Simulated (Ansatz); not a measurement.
Ansatz (a program for electronic structure) input (HF/3-21G): The .json file is the Basis Set Exchange's 3-21G.

Ansatz 0.2 input:
```yaml
crystal:
  periodic: [false, false, false]
  atoms:
    - {symbol: C, position_ang: [1.05171663, -0.38142702, -0.01496678]}
    - {symbol: N, position_ang: [-0.12067139, 0.50115708, 0.19582477]}
    - {symbol: C, position_ang: [-1.25639692, -0.02819113, -0.18745560]}
    - {symbol: H, position_ang: [1.78639784, 0.10192978, -0.66618029]}
    - {symbol: H, position_ang: [1.56308111, -0.57656078, 0.93260829]}
    - {symbol: H, position_ang: [0.77869006, -1.34019256, -0.45998170]}
    - {symbol: H, position_ang: [-2.05538751, 0.76443298, 0.03731459]}
basis:
  gaussian:
    orbitals: 3-21G.json
hamiltonian:
  xc: {name: HF}
total_charge: -1
phonons: {temperatures: {t_min: 298.15, t_max: 298.15, t_step: 100}}
```

Output:

```
WARN ansatz: RAYON_NUM_THREADS=1 ignored (pool sized by the plan → 1); use --threads N
Functional definition: HF
integrals: 0.00 GiB planned
505 factors; integrals over basis functions are off by at most 5.7e-4 eV
mean field: 0.06 GiB planned
mean field evaluation 1: about -3580.3072 eV, gradient 2.0e1 eV
mean field evaluation 2: about -3580.3060 eV, gradient 2.0e1 eV
mean field evaluation 4: about -3581.5506 eV, gradient 2.7e0 eV
mean field evaluation 8: about -3581.5797 eV, gradient 3.8e-5 eV
mean field -3581.57937938 eV, -131.6206145104 hartree, gradient 1.9e-5 eV, S^2 0.000000; 0 other end points of the search recorded, 0 dependent functions left out
the calculation of the forces begins
reference -3581.57937938 eV, -131.6206145104 hartree; 12, 12 occupied and 23, 23 virtual orbitals, 505 factors
these checks for a lower state are left out or cut short: stability, starts, cluster_reference, orbital_swaps, neighbouring_geometries, increment
integrals: 0.00 GiB planned
505 factors; integrals over basis functions are off by at most 5.7e-4 eV
mean field: 0.06 GiB planned
mean field evaluation 16: about -3581.5792 eV, gradient 4.0e-6 eV
mean field -3581.57921546 eV, -131.6206084866 hartree, gradient 2.2e-6 eV, S^2 0.000000; 0 other end points of the search recorded, 0 dependent functions left out
the calculation of the forces begins
reference -3581.57921546 eV, -131.6206084866 hartree; 12, 12 occupied and 23, 23 virtual orbitals, 505 factors
these checks for a lower state are left out or cut short: stability, starts, cluster_reference, orbital_swaps, neighbouring_geometries, increment
integrals: 0.00 GiB planned
505 factors; integrals over basis functions are off by at most 5.7e-4 eV
mean field: 0.06 GiB planned
mean field -3581.57921699 eV, -131.6206085428 hartree, gradient 2.2e-6 eV, S^2 0.000000; 0 other end points of the search recorded, 0 dependent functions left out
the calculation of the forces begins
reference -3581.57921699 eV, -131.6206085428 hartree; 12, 12 occupied and 23, 23 virtual orbitals, 505 factors
these checks for a lower state are left out or cut short: stability, starts, cluster_reference, orbital_swaps, neighbouring_geometries, increment
integrals: 0.00 GiB planned
505 factors; integrals over basis functions are off by at most 5.7e-4 eV
mean field: 0.06 GiB planned
mean field evaluation 32: about -3581.5792 eV, gradient 4.1e-6 eV
mean field -3581.57921010 eV, -131.6206082894 hartree, gradient 2.2e-6 eV, S^2 0.000000; 0 other end points of the search recorded, 0 dependent functions left out
the calculation of the forces begins
reference -3581.57921010 eV, -131.6206082894 hartree; 12, 12 occupied and 23, 23 virtual orbitals, 505 factors
these checks for a lower state are left out or cut short: stability, starts, cluster_reference, orbital_swaps, neighbouring_geometries, increment
integrals: 0.00 GiB planned
505 factors; integrals over basis functions are off by at most 5.7e-4 eV
mean field: 0.06 GiB planned
mean field -3581.57921233 eV, -131.6206083716 hartree, gradient 2.2e-6 eV, S^2 0.000000; 0 other end points of the search recorded, 0 dependent functions left out
the calculation of the forces begins
reference -3581.57921233 eV, -131.6206083716 hartree; 12, 12 occupied and 23, 23 virtual orbitals, 505 factors
these checks for a lower state are left out or cut short: stability, starts, cluster_reference, orbital_swaps, neighbouring_geometries, increment
integrals: 0.00 GiB planned
505 factors; integrals over basis functions are off by at most 5.7e-4 eV
mean field: 0.06 GiB planned
mean field -3581.57927696 eV, -131.6206107468 hartree, gradient 2.2e-6 eV, S^2 0.000000; 0 other end points of the search recorded, 0 dependent functions left out
the calculation of the forces begins
reference -3581.57927696 eV, -131.6206107468 hartree; 12, 12 occupied and 23, 23 virtual orbitals, 505 factors
these checks for a lower state are left out or cut short: stability, starts, cluster_reference, orbital_swaps, neighbouring_geometries, increment
integrals: 0.00 GiB planned
505 factors; integrals over basis functions are off by at most 5.7e-4 eV
mean field: 0.06 GiB planned
mean field -3581.57927133 eV, -131.6206105399 hartree, gradient 2.2e-6 eV, S^2 0.000000; 0 other end points of the search recorded, 0 dependent functions left out
the calculation of the forces begins
reference -3581.57927133 eV, -131.6206105399 hartree; 12, 12 occupied and 23, 23 virtual orbitals, 505 factors
these checks for a lower state are left out or cut short: stability, starts, cluster_reference, orbital_swaps, neighbouring_geometries, increment
integrals: 0.00 GiB planned
505 factors; integrals over basis functions are off by at most 5.7e-4 eV
mean field: 0.06 GiB planned
[...]
mean field -3581.57932525 eV, -131.6206125214 hartree, gradient 2.2e-6 eV, S^2 0.000000; 0 other end points of the search recorded, 0 dependent functions left out
the calculation of the forces begins
reference -3581.57932525 eV, -131.6206125214 hartree; 12, 12 occupied and 23, 23 virtual orbitals, 505 factors
these checks for a lower state are left out or cut short: stability, starts, cluster_reference, orbital_swaps, neighbouring_geometries, increment
integrals: 0.00 GiB planned
505 factors; integrals over basis functions are off by at most 5.7e-4 eV
mean field: 0.06 GiB planned
mean field -3581.57934313 eV, -131.6206131783 hartree, gradient 1.2e-6 eV, S^2 0.000000; 0 other end points of the search recorded, 0 dependent functions left out
the calculation of the forces begins
reference -3581.57934313 eV, -131.6206131783 hartree; 12, 12 occupied and 23, 23 virtual orbitals, 505 factors
these checks for a lower state are left out or cut short: stability, starts, cluster_reference, orbital_swaps, neighbouring_geometries, increment
integrals: 0.00 GiB planned
505 factors; integrals over basis functions are off by at most 5.7e-4 eV
mean field: 0.06 GiB planned
mean field evaluation 128: about -3581.5793 eV, gradient 2.2e-6 eV
mean field -3581.57934195 eV, -131.6206131351 hartree, gradient 2.2e-6 eV, S^2 0.000000; 0 other end points of the search recorded, 0 dependent functions left out
the calculation of the forces begins
reference -3581.57934195 eV, -131.6206131351 hartree; 12, 12 occupied and 23, 23 virtual orbitals, 505 factors
these checks for a lower state are left out or cut short: stability, starts, cluster_reference, orbital_swaps, neighbouring_geometries, increment
integrals: 0.00 GiB planned
505 factors; integrals over basis functions are off by at most 5.7e-4 eV
mean field: 0.06 GiB planned
mean field -3581.57933137 eV, -131.6206127461 hartree, gradient 2.2e-6 eV, S^2 0.000000; 0 other end points of the search recorded, 0 dependent functions left out
the calculation of the forces begins
reference -3581.57933137 eV, -131.6206127461 hartree; 12, 12 occupied and 23, 23 virtual orbitals, 505 factors
these checks for a lower state are left out or cut short: stability, starts, cluster_reference, orbital_swaps, neighbouring_geometries, increment
integrals: 0.00 GiB planned
505 factors; integrals over basis functions are off by at most 5.7e-4 eV
mean field: 0.06 GiB planned
mean field -3581.57933053 eV, -131.6206127152 hartree, gradient 2.1e-6 eV, S^2 0.000000; 0 other end points of the search recorded, 0 dependent functions left out
the calculation of the forces begins
reference -3581.57933053 eV, -131.6206127152 hartree; 12, 12 occupied and 23, 23 virtual orbitals, 505 factors
these checks for a lower state are left out or cut short: stability, starts, cluster_reference, orbital_swaps, neighbouring_geometries, increment
integrals: 0.00 GiB planned
505 factors; integrals over basis functions are off by at most 5.7e-4 eV
mean field: 0.06 GiB planned
mean field -3581.57928005 eV, -131.6206108603 hartree, gradient 2.2e-6 eV, S^2 0.000000; 0 other end points of the search recorded, 0 dependent functions left out
the calculation of the forces begins
reference -3581.57928005 eV, -131.6206108603 hartree; 12, 12 occupied and 23, 23 virtual orbitals, 505 factors
these checks for a lower state are left out or cut short: stability, starts, cluster_reference, orbital_swaps, neighbouring_geometries, increment
integrals: 0.00 GiB planned
505 factors; integrals over basis functions are off by at most 5.7e-4 eV
mean field: 0.06 GiB planned
mean field -3581.57928151 eV, -131.6206109137 hartree, gradient 2.2e-6 eV, S^2 0.000000; 0 other end points of the search recorded, 0 dependent functions left out
the calculation of the forces begins
reference -3581.57928151 eV, -131.6206109137 hartree; 12, 12 occupied and 23, 23 virtual orbitals, 505 factors
these checks for a lower state are left out or cut short: stability, starts, cluster_reference, orbital_swaps, neighbouring_geometries, increment
integrals: 0.00 GiB planned
505 factors; integrals over basis functions are off by at most 5.7e-4 eV
mean field: 0.06 GiB planned
mean field evaluation 160: about -3581.5793 eV, gradient 5.3e-2 eV
mean field -3581.57935771 eV, -131.6206137142 hartree, gradient 2.5e-6 eV, S^2 0.000000; 0 other end points of the search recorded, 0 dependent functions left out
the calculation of the forces begins
reference -3581.57935771 eV, -131.6206137142 hartree; 12, 12 occupied and 23, 23 virtual orbitals, 505 factors
these checks for a lower state are left out or cut short: stability, starts, cluster_reference, orbital_swaps, neighbouring_geometries, increment
integrals: 0.00 GiB planned
505 factors; integrals over basis functions are off by at most 5.7e-4 eV
mean field: 0.06 GiB planned
mean field -3581.57935788 eV, -131.6206137205 hartree, gradient 2.2e-6 eV, S^2 0.000000; 0 other end points of the search recorded, 0 dependent functions left out
the calculation of the forces begins
reference -3581.57935788 eV, -131.6206137205 hartree; 12, 12 occupied and 23, 23 virtual orbitals, 505 factors
these checks for a lower state are left out or cut short: stability, starts, cluster_reference, orbital_swaps, neighbouring_geometries, increment
integrals: 0.00 GiB planned
505 factors; integrals over basis functions are off by at most 5.7e-4 eV
mean field: 0.06 GiB planned
mean field -3581.57933710 eV, -131.6206129567 hartree, gradient 2.2e-6 eV, S^2 0.000000; 0 other end points of the search recorded, 0 dependent functions left out
the calculation of the forces begins
reference -3581.57933710 eV, -131.6206129567 hartree; 12, 12 occupied and 23, 23 virtual orbitals, 505 factors
these checks for a lower state are left out or cut short: stability, starts, cluster_reference, orbital_swaps, neighbouring_geometries, increment
integrals: 0.00 GiB planned
505 factors; integrals over basis functions are off by at most 5.7e-4 eV
mean field: 0.06 GiB planned
mean field -3581.57934084 eV, -131.6206130940 hartree, gradient 2.2e-6 eV, S^2 0.000000; 0 other end points of the search recorded, 0 dependent functions left out
the calculation of the forces begins
reference -3581.57934084 eV, -131.6206130940 hartree; 12, 12 occupied and 23, 23 virtual orbitals, 505 factors
these checks for a lower state are left out or cut short: stability, starts, cluster_reference, orbital_swaps, neighbouring_geometries, increment
integrals: 0.00 GiB planned
505 factors; integrals over basis functions are off by at most 5.7e-4 eV
mean field: 0.06 GiB planned
mean field evaluation 192: about -3581.5794 eV, gradient 2.2e-6 eV
mean field -3581.57935290 eV, -131.6206135375 hartree, gradient 2.2e-6 eV, S^2 0.000000; 0 other end points of the search recorded, 0 dependent functions left out
the calculation of the forces begins
reference -3581.57935290 eV, -131.6206135375 hartree; 12, 12 occupied and 23, 23 virtual orbitals, 505 factors
these checks for a lower state are left out or cut short: stability, starts, cluster_reference, orbital_swaps, neighbouring_geometries, increment
integrals: 0.00 GiB planned
505 factors; integrals over basis functions are off by at most 5.7e-4 eV
mean field: 0.06 GiB planned
mean field -3581.57935224 eV, -131.6206135133 hartree, gradient 1.2e-6 eV, S^2 0.000000; 0 other end points of the search recorded, 0 dependent functions left out
the calculation of the forces begins
reference -3581.57935224 eV, -131.6206135133 hartree; 12, 12 occupied and 23, 23 virtual orbitals, 505 factors
Total energy: -3581.57937938 eV, -131.6206145104 hartree
Atom 0 at     1.051717    -0.381427    -0.014967 Å, force    -0.000334    -0.000469    -0.000246 eV/Å
Atom 1 at    -0.120671     0.501157     0.195825 Å, force     0.002874     0.000869     0.000770 eV/Å
Atom 2 at    -1.256397    -0.028191    -0.187456 Å, force    -0.002301    -0.000132    -0.000378 eV/Å
Atom 3 at     1.786398     0.101930    -0.666180 Å, force    -0.000200     0.000236     0.000192 eV/Å
Atom 4 at     1.563081    -0.576561     0.932608 Å, force    -0.000172     0.000321    -0.000007 eV/Å
Atom 5 at     0.778690    -1.340193    -0.459982 Å, force    -0.000060    -0.000088    -0.000046 eV/Å
Atom 6 at    -2.055388     0.764433     0.037315 Å, force     0.000195    -0.000737    -0.000286 eV/Å
Dipole moment:     0.737591    -0.127559     0.048893 e Å
Vibrations: 237.05 552.64 834.01 904.43 1202.78 1232.12 1439.95 1507.11 1595.88 1677.08 1680.23 2477.39 3075.91 3084.04 3124.55 cm⁻¹, zero-point energy 1.526566 eV
```

The blocks after the first are displaced geometries, from whose forces the wavenumbers follow.

The dipole moment of an ion depends on the origin.
